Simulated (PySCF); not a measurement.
4'-hydroxyacetophenone, C8H8O2.
Atom-mapped SMILES: `[CH3:1][C:2](=[O:3])[c:4]1[cH:5][cH:6][c:7]([OH:8])[cH:9][cH:10]1` (hydrogens: H11, H12, H13 on C1; H14 on C5; H15 on C6; H16 on O8; H17 on C9; H18 on C10)

Method: PySCF 2.14.0, PBE0-D3(BJ)/def2-SVP geometry optimisation, gas phase.

**Question.** Give the optimised bond lengths and angles.

**Answer.** 
```csv
bond,length (Å),order
C1–C2,1.510,single
C2=O3,1.213,double
C2–C4,1.491,single
"C4–C5, C4–C10",1.402,aromatic
"C5–C6, C9–C10",1.387,aromatic
"C6–C7, C7–C9",1.401,aromatic
C7–O8,1.344,single
"C1–H11, C1–H12, C1–H13",1.099,single
"C5–H14, C10–H18",1.092,single
"C6–H15, C9–H17",1.093,single
O8–H16,0.964,single
```

Bonds in one row agree within 0.01 Å and their mean is given. Orders are formal, as drawn. A selection of angles:
```csv
angle,degrees
C1–C2–O3,120.8
C1–C2–C4,118.4
O3–C2–C4,120.8
C2–C4–C5,118.0
C2–C4–C10,123.6
C5–C4–C10,118.5
C4–C5–C6,121.1
C5–C6–C7,119.9
C6–C7–O8,122.5
C6–C7–C9,119.7
O8–C7–C9,117.9
H16–O8–C7,109.6
```

Torsions: C1–C2–C4–C5 180° (antiperiplanar); H16–O8–C7–C6 0° (synperiplanar).

The 2 C–O bonds span 1.213 Å (C2=O3, drawn double) to 1.344 Å (C7–O8, drawn single), a spread of 0.131 Å. The 6-membered ring C4–C5–C6–C7–C9–C10 has internal angles of 118.5° to 121.1° (sum 720°, against 720° for a flat polygon); it is planar, 0.00 Å rms from its mean plane, widest ring torsion 0°. The 10 heavy atoms lie in one plane (0.001 Å rms). The 8 C–C bonds span 1.386 Å (C5–C6, aromatic) to 1.510 Å (C1–C2, drawn single), a spread of 0.124 Å. Of the pairs four or more bonds apart, O3···H14 is among the closest relative to their van der Waals radii: 2.42 Å, 89 % of the sum of Bondi's values. O8 (phenol-type oxygen) is bent (angle 109.6°).

Point group: Cs (tolerance 0.08 Å). Stationary, but not proved a minimum. One conformer, not necessarily the lowest (C1–C2–C4–C5 180°, C6–C7–O8–H 0°).

Hardware: an Arm Neoverse V2 with one thread, on a shared host. Cost: 54 s wall, 0.82 GiB resident at most. This is the geometry optimisation.
